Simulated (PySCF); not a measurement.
C2H8OSi2

C2H8OSi2 is a silylene (divalent Si1, bonded to 1 C + 1 O), neutral, singlet. The structure, one conformer, was relaxed in the gas phase by PBE0-D3(BJ)/def2-SVP. No frequency run checks that it is a minimum.

SMILES: CO[Si]C[SiH3]

Coordinates in Å:
```
Si1    -0.562    1.415    1.218
C2     -1.339    0.269   -0.110
Si3    -0.512    0.406   -1.799
O4      0.783    0.564    1.708
C5      1.355   -0.677    1.409
H6     -1.349   -0.797    0.182
H7     -2.387    0.594   -0.234
H8     -1.360   -0.177   -2.883
H9      0.804   -0.305   -1.791
H10    -0.251    1.841   -2.136
H11     0.739   -1.279    0.720
H12     2.343   -0.529    0.945
H13     1.499   -1.248    2.340
```

Shieldings: GIAO PBE0/pcSseg-2. Shifts are against computed references at the same level: C TMS (σ 184.1 ppm), H TMS (σ 31.24 ppm), Si TMS (σ 341.3 ppm). Core levels by delta-SCF with SCAN, pcX-2 on the ionised atom and pcseg-1 elsewhere, spin-free X2C (2p3/2 is the spin-free 2p value less a third of a first-order spin-orbit splitting); from the vacuum level, for chosen atoms.

(1) Give the NMR and core-level values of the distinct atoms.

(2) Which of Si1, Si3 holds its core electrons tightest, and by how much against the loosest?

(3) By CAM-B3LYP/def2-SVPD (TDDFT singlets, Tamm-Dancoff triplets, ionisation by delta-SCF), where does absorption start, and what does vertical ionisation take?

Results:

(1) 
| atoms | bonded to | σ (ppm) | δ (ppm) | core level (eV) |
| --- | --- | --- | --- | --- |
| Si1 | 1 C + 1 O | 24.0 | 317.3 | 2p3/2 107.06 |
| C2 | 2 Si + 2 H | 159.7 | 24.4 | 1s 289.66 |
| Si3 | 1 C + 3 H | 434.7 | -93.4 | 2p3/2 106.71 |
| O4 | 1 C + 1 Si | 115.1 | - | 1s 538.08 |
| C5 | 1 O + 3 H | 128.5 | 55.6 | 1s 292.34 |
| H6 | 1 C | 29.69 | 1.56 | - |
| H7 | 1 C | 30.23 | 1.02 | - |
| H8 H9 H10 | 1 Si | 27.37 | 3.88 | - |
| H11 H12 H13 | 1 C | 27.13 | 4.11 | - |

Values are those of this one static structure, with the three H of a rotating XH3 group averaged; atoms that internal rotation interchanges would show their mean in an NMR spectrum.

(2) Si1 (bonded to 1 C + 1 O), by 0.35 eV over Si3 (bonded to 1 C + 3 H).

(3) The lowest singlet lies at 3.54 eV (f 0.026), the strongest of the first 6 at 6.85 eV (f 0.281), the lowest triplet at 2.16 eV; vertical ionisation takes 8.44 eV.
